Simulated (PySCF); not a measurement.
Basis and Hamiltonian dependence of the ionisation energy of Bi

Bi [Xe] 4f14 5d10 6s2 6p3 (4S) → Bi⁺ [Xe] 4f14 5d10 6s2 6p2 (3P). Calculated with PySCF 2.14 from differences of total energies of unrestricted determinants, without spin-orbit coupling. Values in eV.

```csv
basis,Hamiltonian,functions,UHF,r2SCAN,PBE0,MP2 (valence),CCSD(T) (valence),CCSD(T) (valence and next inner shell)
cc-pVDZ-PP with ECP60MDF,ECP,23,8.238,n/a,n/a,8.481,8.472,n/a
def2-SVP with the def2 core potential (60 electrons),ECP,26,8.231,n/a,n/a,8.481,8.476,n/a
aug-cc-pVDZ-PP with ECP60MDF,ECP,32,8.232,8.782,8.658,8.498,8.502,n/a
aug-cc-pwCVDZ-PP with ECP60MDF,ECP,48,8.226,8.776,8.649,8.501,8.506,8.533
def2-TZVPPD with the def2 core potential (60 electrons),ECP,56,8.213,8.762,8.642,8.553,8.583,8.644
"aug-cc-pVTZ-PP with one added diffuse shell each of d, f type with ECP60MDF",ECP,67,8.219,8.767,8.648,8.571,8.603,n/a
Sapporo-DKH3-DZP-2012,spin-free X2C,73,8.231,n/a,n/a,n/a,n/a,8.514
x2c-TZVPPall,spin-free X2C,83,8.248,8.800,8.669,8.583,8.614,8.668
def2-QZVPPD with the def2 core potential (60 electrons),ECP,88,8.204,8.759,8.636,8.580,8.612,n/a
ANO-RCC-VTZP,spin-free X2C,93,8.223,8.776,8.660,8.572,8.598,8.699
"x2c-TZVPPall with one added diffuse shell each of s, p, d, f type",spin-free X2C,99,8.245,8.798,8.674,8.590,8.624,8.678
aug-cc-pVQZ-DK3,spin-free X2C,118,8.217,n/a,n/a,8.597,8.628,n/a
aug-cc-pwCVTZ-DK3,spin-free X2C,125,8.212,8.764,8.644,8.569,8.602,n/a
"aug-cc-pwCVTZ-DK3 with one added diffuse shell each of s, d, f type",spin-free X2C,138,8.212,n/a,n/a,n/a,n/a,n/a
```

Frozen in the all-electron rows: valence and next inner shell: [Kr] 4d10 4f14; valence: [Xe] 4f14 5d10; with a core potential, the same shells as far as they lie outside it.

Spin-orbit coupling is strong in these open shells (close to jj coupling), so the scalar numbers refer to model states.

Between the lowest levels the reference is 7.286 eV (measured; NIST Atomic Spectra Database, ionization energies); it includes spin-orbit coupling, which these numbers lack.
